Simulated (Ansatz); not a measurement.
CH2Cl (SMILES [CH2]Cl) moved off its minimum; all values from Ansatz (an electronic-structure program), cores frozen in correlated methods. Open shells are unrestricted.
(charge 0, multiplicity 2)
```xyz
4

C     -1.08105    -0.00294    -0.01699
Cl     0.42844     0.02901    -0.02041
H     -1.68611     0.85357     0.09841
H     -1.71494    -0.94151     0.01396
```

| level | largest force (eV/Å) | on atom | rms difference from CCSD(T)/aug-cc-pV(T+d)Z (eV/Å) | dipole (D) |
|---|---|---|---|---|
| HF/def2-TZVPP | 10.01 | C1 | 0.333 | 0.85 |
| PBE/def2-TZVPP | 8.31 | C1 | 0.281 | 0.47 |
| r2SCAN/def2-TZVPP | 8.62 | C1 | 0.177 | 0.61 |
| B3LYP/def2-TZVPP | 8.71 | C1 | 0.145 | 0.53 |
| wB97M-V/def2-TZVPP | 8.80 | C1 | 0.135 | 0.52 |
| MP2/aug-cc-pV(T+d)Z | 8.94 | C1 | 0.125 | 0.63 |
| CCSD(T)/aug-cc-pV(T+d)Z | 9.08 | C1 | 0.000 | 0.61 |

The differences count from one level among others, with limits of its own. Forces at CCSD(T)/aug-cc-pV(T+d)Z (eV/Å):

```
atom      Fx      Fy      Fz
----  ------  ------  ------
C1    -8.839  -2.097   0.100
Cl2    7.731   0.069  -0.035
H3    -0.198   1.146   0.055
H4     1.306   0.882  -0.121
```
